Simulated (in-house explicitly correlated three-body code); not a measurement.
Computed with an exponentially correlated three-body code. Model: two electrons around a point charge, non-relativistic, variational in 260 exponentially correlated functions (energies converged to about 1e-7 hartree, or 1e-8 relative for large Z).

Command:
```bash
python run_hyl.py task.json out
```
Settings (lengths in bohr, energies in hartree):
```
Z                      3
screening              0.15
interaction_strength   1
functions              260
states_tried           13
```

Cost of the run: 50 s on 1 thread of Intel(R) Xeon(R) Platinum 8375C CPU @ 2.90GHz (Ice Lake), with other jobs on the host.

**Those bound S and P states to n = 4 that converged, binding against the one-electron ion.**

Given: nuclear charge 3; Yukawa screening of all interactions 0.15 1/bohr.

Computed: one-electron threshold -4.06634786 hartree.

| term | energy (hartree) | binding (eV) |
| --- | --- | --- |
| 1 1S | -6.55795573 | 67.8 |
| 2 3S | -4.4258791 | 9.7833 |
| 2 1S | -4.36151055 | 8.0318 |
| 2 3P | -4.34026863 | 7.4538 |
| 2 1P | ? | ? |
| 3 3S | ? | ? |
| 3 1S | -4.11050314 | 1.2015 |
| 3 3P | -4.10268235 | 0.98871 |
| 3 1P | -4.096832 | 0.82952 |

(1) What belongs in the row 2 1P?

(2) What belongs in the row 3 3S?

**Converged states only, values per electron or pair (inverse distances are <exp(-kr)/r>).**

| term | mean r (bohr) | mean r squared (bohr²) | mean inverse r (1/bohr) | mean r12 (bohr) | mean inverse r12 (1/bohr) | mean cosine | mean p1 dot p2 (bohr⁻²) | delta r1 (bohr⁻³) | delta r12 (bohr⁻³) |
| --- | --- | --- | --- | --- | --- | --- | --- | --- | --- |
| 1 1S | 0.57433 | 0.44907 | 2.539 | 0.86471 | 1.4232 | -0.043438 | 0.28638 | 6.8272 | 0.53049 |
| 2 3S | 1.5371 | 4.0453 | 1.6338 | 2.6443 | 0.32551 | -0.011756 | 0.015435 | 4.5297 | - |
| 2 1S | 1.7054 | 5.1227 | 1.6122 | 2.9634 | 0.33492 | -0.013246 | 0.019437 | 4.4843 | 0.058192 |
| 2 3P | 1.4827 | 3.8683 | 1.6122 | 2.5509 | 0.36353 | -0.049691 | -0.27594 | 4.2273 | - |
| 2 1P | 1.5986 | 4.5586 | 1.5979 | 2.743 | 0.34542 | 0.0090143 | 0.22128 | 4.2909 | 0.0085522 |
| 3 3S | ? | ? | ? | ? | ? | ? | ? | ? | - |
| 3 1S | 4.1598 | 35.179 | 1.471 | 7.8387 | 0.084452 | -0.0027964 | 0.0038375 | 4.3215 | 0.011638 |
| 3 3P | ? | ? | ? | ? | ? | ? | ? | ? | - |
| 3 1P | 4.3186 | 38.7 | 1.4652 | 8.1541 | 0.080459 | 0.0016549 | 0.041523 | 4.2835 | 0.0018006 |

(3) What belongs in the row 3 3S?

(4) What belongs in the row 3 3P?

**Electric-dipole lines between converged S and P states, rate of the upper state's decay.**

| s state | p state | p minus s (eV) | oscillator strength from s | rate (1/s) |
| --- | --- | --- | --- | --- |
| 1 1S | 2 1P | 61.169 | 0.41323 | 2.2364e+10 |
| 1 1S | 3 1P | 66.971 | 0.06641 | 4.3081e+09 |
| 2 1S | 2 1P | 1.4006 | 0.25685 | 7.2883e+06 |
| 2 1S | 3 1P | 7.2023 | 0.15371 | 1.1532e+08 |
| 3 1S | 2 1P | ? | ? | ? |
| 3 1S | 3 1P | 0.37201 | 0.57294 | 1.1469e+06 |
| 2 3S | 2 3P | 2.3296 | 0.34807 | 2.7322e+07 |
| 2 3S | 3 3P | 8.7946 | 0.11034 | 1.2344e+08 |
| 3 3S | 2 3P | ? | ? | ? |
| 3 3S | 3 3P | 0.53913 | 0.69233 | 2.9106e+06 |

(5) What belongs in the row 3 1S 2 1P?

(6) What belongs in the row 3 3S 2 3P?

**Static dipole response.**

```json
{"state": "1 1S", "polarisability (bohr³)": "0.19532"}
{"state": "2 3S", "polarisability (bohr³)": "49.907"}
```

## Answers

(1) energy (hartree): -4.31003777; binding (eV): 6.6311.

(2) energy (hartree): -4.12249499; binding (eV): 1.5278.

(3) mean r (bohr): 3.7814; mean r squared (bohr²): 28.722; mean inverse r (1/bohr): 1.477; mean r12 (bohr): 7.0859; mean inverse r12 (1/bohr): 0.086715; mean cosine: -0.0024815; mean p1 dot p2 (bohr⁻²): 0.0030021; delta r1 (bohr⁻³): 4.3299.

(4) mean r (bohr): 4.0399; mean r squared (bohr²): 33.646; mean inverse r (1/bohr): 1.4694; mean r12 (bohr): 7.6043; mean inverse r12 (1/bohr): 0.086323; mean cosine: -0.0089286; mean p1 dot p2 (bohr⁻²): -0.048159; delta r1 (bohr⁻³): 4.2722.

(5) p minus s (eV): -5.4296; oscillator strength from s: -0.085439; rate (1/s): 1.093e+08.

(6) p minus s (eV): -5.9259; oscillator strength from s: -0.10913; rate (1/s): 1.6629e+08.
